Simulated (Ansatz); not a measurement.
Consider the formal exchange of groups at a Te–C bond: `[SiH3]OC[TeH]` + `F[SiH3]` → `F[SiH2][TeH]` + `CO[SiH3]`.

Program: Ansatz. Geometries: PBE0-D4/def2-TZVP. ΔE: electronic, gas phase. CCSD(T)/CBS adds triple-zeta CCSD(T) − MP2 to the extrapolated MP2 energy (def2 sets, frozen cores). This one scheme is used for every species. DFT in def2-TZVPP. B3LYP here is the variant with VWN-RPA as its local correlation; programs differ in this. def2 core potentials past Kr. For Te outer-core shells are correlated without core-valence functions, which leaves a few kJ/mol of doubt a bond. Each species was taken in one conformer, which may not be the lowest.

`[SiH3]OC[TeH]`:

```xyz
10

Si    1.398   -0.404   -0.442
O    -0.133   -0.218   -1.038
C    -1.155    0.444   -0.374
Te   -1.950   -0.560    1.385
H     2.222   -0.829   -1.595
H     1.447   -1.424    0.635
H     1.878    0.895    0.106
H    -2.011    0.527   -1.042
H    -0.861    1.442   -0.038
H    -0.835    0.126    2.403
```

`F[SiH3]`:

Cartesian coordinates in Å:
```
F -1.553 0.127 0.057
Si 0.040 -0.003 -0.001
H 0.382 -1.128 -0.903
H 0.537 -0.264 1.370
H 0.593 1.269 -0.523
```

`F[SiH2][TeH]`:

Cartesian coordinates in Å:
```
F 0.613 -1.622 -0.653
Si 0.010 -0.141 -0.618
Te 0.707 1.117 1.395
H 0.546 0.599 -1.783
H -1.463 -0.273 -0.664
H -0.412 0.320 2.322
```

`CO[SiH3]`:

Cartesian coordinates in Å:
```
C 0.947 -0.955 0.210
O 0.310 -0.116 -0.725
Si -0.889 0.923 -0.302
H 1.441 -0.377 0.998
H 1.703 -1.541 -0.315
H 0.237 -1.647 0.678
H -1.294 1.625 -1.540
H -0.409 1.900 0.716
H -2.048 0.188 0.281
```

Question: Is it downhill or uphill in electronic energy at CCSD(T)/CBS, and by how much? (An estimate is asked.)

Answer: The calculation gave: Downhill: ΔE = -92.7 kJ/mol.

Question: What do these levels give: PBE-D4, r2SCAN-D4, B3LYP-D4, ωB97X-V, ωB97M-V, PBE, r2SCAN, SCS-MP2/def2-TZVPP, CCSD/def2-TZVPP, HF/def2-QZVPP, HF/CBS(def2), CCSD/CBS(def2)? (Best estimate.)

Answer: Computed: PBE-D4 -94.3, r2SCAN-D4 -97.9, B3LYP-D4 -91.3, ωB97X-V -97.0, ωB97M-V -96.9, PBE -97.7, r2SCAN -98.8, SCS-MP2/def2-TZVPP -90.3, CCSD/def2-TZVPP -93.7, HF/def2-QZVPP -105.5, HF/CBS(def2) -105.5, CCSD/CBS(def2) -95.8 kJ/mol.

Largest T1 diagnostic among the species: 0.012.

In def2-TZVPP, CCSD(T) changes the Hartree–Fock value by +15.1 kJ/mol (the triples alone add +3.1 kJ/mol) and MP2 by +13.2 kJ/mol. From PBE to PBE0 (25 % exact exchange), in def2-TZVPP and without D4, ΔE moves by −5.4 kJ/mol. The D4 term adds +5.5 kJ/mol with B3LYP and +3.0 kJ/mol with PBE0; it sums over pairs of atoms, weighted by their polarisabilities, and B3LYP, whose exchange is more repulsive, gets the larger term.
